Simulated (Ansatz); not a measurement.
Two members of one family ((X3Si)2Y), computed with Ansatz in the gas phase. Binding counts from free atoms in the multiplicity of their measured ground term, without zero-point energy. A dash marks a value that wasn't run or was left out as unsound. The structures are stationary points that may keep the symmetry of their start.

First: (H3Si)2NMe (singlet, charge 0, r2SCAN-D4/def2-SVP geometry).

```xyz
13

Si    0.073    0.198   -1.709
H    -0.682   -0.900   -2.399
H    -0.571    1.502   -2.035
H     1.473    0.159   -2.234
N     0.095    0.010    0.026
C     0.786   -1.170    0.557
Si   -0.833    0.957    1.164
H    -1.987    0.196    1.745
H    -1.357    2.161    0.460
H     0.042    1.360    2.311
H     1.151   -0.986    1.582
H     1.671   -1.418   -0.056
H     0.140   -2.069    0.588
```

```csv
level,HOMO (eV),LUMO (eV),gap (eV),vertical IE (eV),vertical triplet (eV),binding per atom (eV)
PBE-D4/def2-TZVP,-5.76,-0.80,4.96,8.73,4.97,3.41
r2SCAN-D4/def2-TZVP,-6.02,-0.41,5.61,8.77,5.18,3.40
PBE0-D4/def2-SVP,-6.95,0.48,7.42,–,–,3.38
PBE0-D4/def2-TZVP,-7.04,0.06,7.10,8.91,5.35,3.39
CAM-B3LYP-D4/def2-TZVP,-8.40,1.05,9.45,–,–,3.44
```

Second: [(OH)3Si]2NH (singlet, charge 0, r2SCAN-D4/def2-SVP geometry).

```xyz
16

Si    1.222    0.025   -1.083
O     0.902    0.356   -2.671
O     1.306   -1.561   -0.656
O     2.717    0.692   -0.817
N    -0.093    0.746   -0.207
Si   -1.147    0.084    0.969
O    -2.649    0.772    0.836
O    -1.095   -1.563    0.696
O    -0.752    0.250    2.565
H     1.678    0.323   -3.245
H     0.470   -1.897   -0.280
H     3.186    0.328   -0.057
H    -0.303    1.703   -0.488
H    -3.010    0.823   -0.058
H    -1.304   -2.094    1.476
H    -1.128    1.012    3.020
```

Problem. What does the change do? Estimate second minus first.

Solution. 
```tsv
level	Δ HOMO (eV)	Δ LUMO (eV)	Δ gap (eV)	Δ vertical IE (eV)	Δ vertical triplet (eV)	Δ binding per atom (eV)
PBE-D4/def2-TZVP	-0.72	0.07	0.79	0.61	1.05	1.00
r2SCAN-D4/def2-TZVP	-0.80	0.32	1.13	–	1.30	0.95
PBE0-D4/def2-SVP	-0.82	0.31	1.13	–	–	0.85
PBE0-D4/def2-TZVP	-0.98	0.10	1.07	1.08	–	0.91
CAM-B3LYP-D4/def2-TZVP	-1.07	-0.13	0.94	–	–	0.93
```
